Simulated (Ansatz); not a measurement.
Input and output for `CCOB(Cl)Cl`.

```yaml
crystal:
  periodic: [false, false, false]
  atoms:
    - {symbol: C, position_ang: [0.543152, -0.943115, 0.989031]}
    - {symbol: C, position_ang: [-0.178124, -0.763925, -0.322994]}
    - {symbol: O, position_ang: [-0.968940, 0.424535, -0.305219]}
    - {symbol: B, position_ang: [-0.554547, 1.623817, -0.704555]}
    - {symbol: Cl, position_ang: [1.056464, 1.912955, -1.363706]}
    - {symbol: Cl, position_ang: [-1.663642, 2.974552, -0.571365]}
    - {symbol: H, position_ang: [1.089769, -1.888873, 0.985037]}
    - {symbol: H, position_ang: [-0.164064, -0.956795, 1.820132]}
    - {symbol: H, position_ang: [1.259848, -0.135797, 1.152637]}
    - {symbol: H, position_ang: [-0.880012, -1.580416, -0.500407]}
    - {symbol: H, position_ang: [0.525395, -0.723938, -1.157990]}
basis:
  gaussian: {orbitals: def2-SVPD}
hamiltonian: {xc: {name: PBE}}
```

```sh
$ ansatz run in.yaml --threads 2 --pin off --events-out ev --progress --plain --max-ram 32768MiB --backend cpu
```

Shortened log:

```
Functional definition: PBE
  name "PBE"
  cite "Perdew, Burke & Ernzerhof, Phys. Rev. Lett. 77, 3865 (1996) doi:10.1103/PhysRevLett.77.3865"
  parent pbe
  parameter kappa = 0.804
  parameter beta = 0.06672455060314922
  exchange = pbe_x(kappa = kappa, mu = beta*pi^2/3)
  correlation = pbe_c(beta = beta)
1554 factors; their error is unknown
mean field evaluation 1: about -29891.3490 eV, gradient 6.4e1 eV
mean field evaluation 2: about -29857.2677 eV, gradient 1.4e2 eV
mean field evaluation 4: about -29900.5830 eV, gradient 8.5e0 eV
mean field evaluation 8: about -29900.7317 eV, gradient 2.2e-1 eV
mean field evaluation 16: about -29900.6624 eV, gradient 2.9e-4 eV
mean field -29900.66237573 eV, -1098.8290749111 hartree, gradient 6.3e-5 eV, S^2 0.000000; 0 other end points of the search recorded, 0 dependent functions left out
reference -29900.66242852 eV, -1098.8290768512 hartree; 32, 32 occupied and 145, 145 virtual orbitals, 1554 factors
Total energy: -29900.66242852 eV, -1098.8290768512 hartree
```

Run time 4.8 s (2 threads of a server CPU on a shared host); peak host memory 0.44 GiB.
